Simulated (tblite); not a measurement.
C₅H₁₄GeSi.
SMILES with atom numbers: `[CH3:1][SiH2:2][C@@H:3]1[CH2:4][CH2:5][Ge@@H:6]1[CH3:7]` (hydrogens: H8, H9, H10 on C1; H11, H12 on Si2; H13 on C3; H14, H15 on C4; H16, H17 on C5; H18 on Ge6; H19, H20, H21 on C7)

Computed with GFN2-xTB (tblite), gas phase: L-BFGS steps from a force-field or distance-geometry start until the largest atomic force falls under 0.01 eV/Å.

Geometry at step 9:
```
atom  x, y, z in Å
C1     -2.6915   -1.4043   -0.1625
Si2    -1.4417   -0.1377   -0.8451
C3     -0.4859    0.4626    0.6771
C4      0.0218    1.9134    0.5158
C5      1.4823    1.6914    0.0830
Ge6     1.4052   -0.1513    0.8213
C7      2.2113   -1.5113   -0.3733
H8     -2.7629   -1.2986    0.9195
H9     -2.4096   -2.4327   -0.3792
H10    -3.6768   -1.2254   -0.5853
H11    -2.1505    1.0227   -1.4295
H12    -0.6030   -0.7404   -1.9003
H13    -1.1099    0.3328    1.5607
H14    -0.5546    2.4898   -0.2107
H15    -0.0103    2.4378    1.4741
H16     1.5760    1.6606   -1.0035
H17     2.1814    2.4455    0.4316
H18     1.8972   -0.2819    2.2582
H19     1.8403   -1.3420   -1.3801
H20     3.2909   -1.3818   -0.3822
H21     1.9812   -2.5323   -0.0902
```

**Question.** What forces act on the atoms?

**Answer.** 
| atom | Fx (eV/Å) | Fy (eV/Å) | Fz (eV/Å) |
| --- | --- | --- | --- |
| C1 | 0.032 | 0.044 | -0.039 |
| Si2 | -0.170 | -0.087 | 0.030 |
| C3 | -0.103 | 0.196 | -0.154 |
| C4 | 0.069 | 0.029 | -0.058 |
| C5 | 0.024 | 0.022 | 0.016 |
| Ge6 | 0.238 | 0.015 | -0.066 |
| C7 | 0.014 | -0.061 | -0.051 |
| H8 | -0.104 | -0.103 | -0.125 |
| H9 | -0.054 | 0.124 | 0.001 |
| H10 | 0.064 | -0.120 | 0.048 |
| H11 | 0.060 | -0.128 | 0.014 |
| H12 | -0.052 | 0.062 | 0.071 |
| H13 | 0.032 | 0.052 | 0.041 |
| H14 | 0.011 | 0.064 | 0.093 |
| H15 | 0.018 | -0.034 | -0.063 |
| H16 | -0.106 | -0.028 | 0.000 |
| H17 | -0.010 | 0.061 | 0.127 |
| H18 | 0.051 | -0.041 | 0.035 |
| H19 | 0.016 | -0.015 | 0.006 |
| H20 | -0.034 | -0.051 | 0.019 |
| H21 | 0.004 | -0.002 | 0.055 |

The largest, 0.27 eV/Å, acts on C3; the rms over all components is 0.077 eV/Å. The forces sum to zero within rounding, as they must for an isolated molecule in no field.

**Question.** Give the force on C3 in Eh/bohr and in nN.

**Answer.** 0.270 eV/Å ÷ 51.422 = 0.00524 Eh/bohr, and 0.270 eV/Å × 1.602 = 0.43 nN.

**Question.** How far is this geometry from the end of the optimisation?

**Answer.** 0.136 eV above it, and 0.569 Å rms away after alignment. The bonds farthest from their final lengths, with half the difference of the two atoms' forces along the bond (positive lengthens):

```csv
bond,now (Å),final (Å),force along bond (eV/Å)
C3–Ge6,1.993,2.011,+0.19
C1–Si2,1.906,1.897,-0.12
C5–Ge6,1.987,1.995,-0.02
Si2–H11,1.480,1.472,-0.07
Ge6–H18,1.524,1.531,+0.02
Ge6–C7,1.982,1.988,-0.02
```

The angle farthest from its final value is C5–Ge6–C7, 113.4° against 120.0°.

What follows is the cost of the whole relaxation. Time: 2.2 s wall. Hardware: an Arm Neoverse N1 with one thread, shared host with 64 logical CPUs at a one-minute load of 60.
